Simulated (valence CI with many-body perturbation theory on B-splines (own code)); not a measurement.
Which ion has this spectrum?

A relativistic CI+MBPT calculation for an atom or ion with 14 electrons gives these levels (cm⁻¹):

```tsv
J	Parity	E	g
0	even	0	
1	even	924730	1.49
2	even	982581	1.18
2	odd	1871240	1.58
2	even	1949287	1.30
1	odd	2048669	1.00
0	even	2074473	
2	odd	2255642	0.76
1	odd	2502517	0.88
2	odd	2554925	1.37
3	odd	2577011	1.14
2	odd	2808511	1.42
3	odd	2885086	1.29
0	odd	2951862
```

The energies are calculated, and their last digits are not significant.

(1) Which is it?
A. Pr45+
B. Sm48+
C. Pm47+
D. La43+

Answers

(1) A. Pr45+, ground level (3s^2 3p1/2^2) J=0.
